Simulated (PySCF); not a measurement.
C₃H₄BrF, SMILES C/C(F)=C\Br. Geometry optimised at PBE-D3(BJ)/def2-SVP.

Computed equilibrium geometry at PBE-D3(BJ)/def2-SVP (PySCF confirms it by a frequency run) as Cartesian coordinates in Å, and its point group:
point group Cs.
```xyz
9

C      1.3789     1.6806     0.0000
C     -0.0902     1.4497     0.0000
F     -0.8121     2.5960     0.0000
C     -0.7815     0.2922     0.0000
Br     0.0248    -1.4129     0.0000
H      1.6731     2.2705     0.8932
H      1.9307     0.7239     0.0000
H      1.6731     2.2705    -0.8932
H     -1.8798     0.2886     0.0000
```
